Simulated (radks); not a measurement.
Species: Rh0.75+. Configuration: [Kr] 5s(up 0.5, down 0.5) 4d(up 5, down 2.25) (fractional occupations, a model configuration). Calculated with a radial shooting solver on a logarithmic mesh with Libxc functionals: scalar-relativistic Kohn-Sham, r2SCAN, spin-polarised, spherical densities, finite nucleus; meta-GGA in the generalised Kohn-Sham scheme; Fermi nuclear charge, rms radius 4.4945 fm.

Normalised radial functions P(r) = r R(r), r in bohr:

r	4s down	4p down
0.001115	0.0455	0.0008
0.001487	0.0587	0.0013
0.001983	0.0753	0.0022
0.002644	0.0957	0.0036
0.003527	0.1203	0.0061
0.004704	0.1490	0.0101
0.006325	0.1816	0.0170
0.008435	0.2135	0.0281
0.01125	0.2404	0.0458
0.01501	0.2535	0.0732
0.02001	0.2401	0.1138
0.02669	0.1851	0.1704
0.0356	0.0759	0.2418
0.04749	-0.0867	0.3180
0.06333	-0.2716	0.3735
0.08447	-0.4046	0.3641
0.1136	-0.3769	0.2328
0.1515	-0.1169	-0.0329
0.202	0.3042	-0.3646
0.2695	0.6226	-0.5785
0.3594	0.5171	-0.4620
0.4794	-0.0789	0.0335
0.6393	-0.8148	0.6743
0.8527	-1.1770	1.0706
1.137	-0.9831	1.0086
1.517	-0.5319	0.6458
2.023	-0.1854	0.2861
2.72	-0.0375	0.0816
3.628	-0.0044	0.0149
4.839	-0.0002	0.0015
6.454	0.0000	0.0001
8.608	0.0000	0.0000

4s down: eigenvalue -92.059 eV, 3 radial nodes at r = 0.0411, 0.165, 0.465 bohr, <r> = 0.980 bohr, 90 % of the charge inside 1.42 bohr. 4p down: eigenvalue -58.993 eV, 2 radial nodes at r = 0.147, 0.472 bohr, <r> = 1.08 bohr, 90 % of the charge inside 1.60 bohr.
